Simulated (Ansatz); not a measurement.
In6Sb4Br6, relaxed as a singlet with RKS PBE-D4/def2-SVP in Ansatz, starting from the GFN1-xTB geometry. Force threshold 0.03 eV/Å.

In the def2 sets In, Sb take a core potential; there is no spin–orbit coupling. Single mean-field runs in def2-SVP are fitted with def2-universal-jkfit. The restricted singlet is unstable towards broken spin symmetry in Hartree–Fock (as tested in another run); at PBE-D4/def2-SVP this wasn't settled. Another isomer (singlet) lies 1.06 eV lower at PBE0-D4/def2-TZVP; other spin states weren't run for this one.

Start:

```xyz
16

In    1.183    2.097   -2.209
In   -0.322    0.439    0.824
In   -3.345    1.262    0.058
In   -0.449   -0.375   -2.069
In    1.720    3.055    0.738
In    1.149   -2.386    0.946
Sb    2.357   -1.522   -2.350
Sb   -1.513   -2.905    1.974
Sb    2.445    0.023   -0.162
Sb   -2.468   -0.541    2.463
Br   -4.668    2.219    2.176
Br   -1.133   -2.835   -0.897
Br   -1.137    3.184    0.512
Br    2.495   -3.925   -0.893
Br    2.600    0.709   -4.117
Br    1.087    1.500    3.006
```

Problem. Estimate the energy that the relaxation releases and the steps that it takes.

Solution. 42.3 kcal/mol, in 42 steps; 3.4 min on 2 threads of AMD EPYC 7R13 on a shared host and a share (18 GiB) of an NVIDIA H100 80GB HBM3. The force fell under the threshold at step 21, but the optimiser went on and released 0.272 eV more. No frequencies were taken in this run, so the end may be a saddle point.

Problem. Does the start keep its bonding and symmetry?

Solution. Bonds lost: In2–Br16, In3–Sb10, In3–Br13, Sb8–Br12 (atoms count from 1). Bonds formed: In2–Br11, In3–Br12, Sb10–Br16 (atoms count from 1). Metal–metal contacts that move far: In1–In5 3.14 to 4.54 Å, In2–In3 3.23 to 4.28 Å, In2–In4 3.01 to 3.74 Å, In3–In4 3.95 to 3.22 Å.

Problem. Predict the relaxed structure.

Solution. 
```csv
atom,x (Å),y (Å),z (Å)
In1,0.516,2.704,-2.126
In2,-0.991,0.814,0.823
In3,-3.858,-0.457,-2.084
In4,-0.692,-0.426,-2.693
In5,2.592,2.637,1.909
In6,0.637,-2.288,0.847
Sb7,2.038,-1.492,-2.622
Sb8,-0.301,-2.731,3.424
Sb9,1.682,0.168,-0.318
Sb10,-1.176,-0.180,3.530
Br11,-3.383,1.665,-0.134
Br12,-1.991,-2.184,-0.490
Br13,-0.141,3.486,0.981
Br14,1.743,-3.954,-0.958
Br15,2.049,0.884,-4.149
Br16,1.276,1.354,4.060
```
Bond lengths (bridged metal pairs left out): 10 × Br–In 2.69 to 3.12 Å; 6 × In–Sb 2.78 to 3.33 Å; 3 × Br–Sb 2.82 to 2.99 Å; 2 × Sb–Sb 2.70 to 2.86 Å; 1 × In–In 3.40 Å.
